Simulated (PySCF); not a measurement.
# From computed data to an observable: chemical shift, span and skew from a shielding tensor

CH4AlClS, SMILES [CH3][Al]([SH])[Cl]. Atoms are numbered in the order given.

```xyz
8

Al    -0.1432    -0.1201     0.2999
Cl     1.8405    -0.6341    -0.1882
C     -0.9563    -0.7679     1.9363
H     -0.9778    -1.8703     1.9390
H     -1.9855    -0.4055     2.0801
H     -0.3576    -0.4573     2.8083
S     -1.1301     1.1547    -1.1674
H     -2.2855     1.2061    -0.4662
```
Charge 0, spin multiplicity 1.

Geometry optimised at PBE0-D3(BJ)/def2-SVP. The values are those of a single conformer.

GIAO shieldings from PBE0/pcSseg-1 (PySCF), non-relativistic, no solvent. The symmetric part of the tensor of C3 has the principal values 184.4, 191.5, 198.5 ppm. The same nucleus in TMS has σ = 186.3 ppm at this level (PySCF, at its B3LYP-D3(BJ)/def2-TZVP geometry). Without spin–orbit terms, shifts of atoms bonded to Cl or Br come out too high.

Problem. Work out the isotropic shielding, the ¹³C shift against TMS, the span and the skew.

Solution. 
σ(iso) = (σ11 + σ22 + σ33)/3 = 191.5 ppm. δ = σ(ref) − σ(iso) = 186.3 − (191.5) = -5.2 ppm.
Span Ω = σ33 − σ11 = 14.1 ppm. Skew κ = 3(σ(iso) − σ22)/Ω = -0.01. Tumbling in solution averages the tensor to δ; in a static solid the shielding alone would spread this spin-1/2 line over Ω.
